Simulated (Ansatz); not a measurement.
`F[SiH2][Si](F)(Cl)Cl` → `Cl[Si]Cl` + `F[SiH2]F` at 700 K and 1 bar (silylene formation by 1,1-elimination).

Gas-phase electronic energies from Ansatz, PBE0-D4/def2-TZVP geometries. CCSD(T)/CBS is the MP2 limit (def2-TZVPP, def2-QZVPP) plus CCSD(T) − MP2 in def2-TZVPP, frozen cores. This one scheme is used for every species. Each species was taken in one conformer, which may not be the lowest.

```json
{"species": "`F[SiH2][Si](F)(Cl)Cl`", "CCSD(T)/CBS energy (Eh)": "-1698.73366", "H − E (kJ/mol)": "153.9", "S (J/(mol·K))": "516.8"}
{"species": "`Cl[Si]Cl`", "CCSD(T)/CBS energy (Eh)": "-1208.69388", "H − E (kJ/mol)": "41.9", "S (J/(mol·K))": "328.3"}
{"species": "`F[SiH2]F`", "CCSD(T)/CBS energy (Eh)": "-489.99391", "H − E (kJ/mol)": "100.9", "S (J/(mol·K))": "321.6"}
```

H − E and S are ideal-gas, rigid-rotor, harmonic terms from PBE0-D4/def2-TZVP, for one conformer and one mirror image of each species. 1 Eh = 2625.50 kJ/mol, R = 8.31446 J/(mol·K).

Q: By hand: ΔE, ΔH, ΔS and ΔG.

A: ΔE = (-1208.69388) + (-489.99391) − (-1698.73366) = 0.04587 Eh = 120.4 kJ/mol. Δ(H − E) = 41.9 + 100.9 − 153.9 = -11.1, so ΔH = 109.3 kJ/mol. ΔS = 328.3 + 321.6 − 516.8 = 133.1 J/(mol·K). ΔG = 109.3 − 700 × (133.1)/1000 = 16.1 kJ/mol.

Q: By hand: the equilibrium constant, and the temperature at which ΔG would vanish if ΔH and ΔS stayed fixed.

A: log₁₀ K = −ΔG/(RT ln 10) = -1.2. ΔG = 0 at ΔH/ΔS = 821 K.

The number of gas molecules changes by +1, which sets the sign of ΔS. A doubt of 5 kJ/mol in ΔE shifts log₁₀ K by 0.4 here. Other conformers and mirror images would add mixing entropy, several J/(mol·K) or more a flexible species. Modes under 60 cm⁻¹, often nearly free rotors, make the harmonic entropy too high. These are equilibria of isolated gas molecules and say nothing of rates. Largest T1 diagnostic: 0.013 (customary marks: 0.02 for closed shells, 0.045 for open ones).
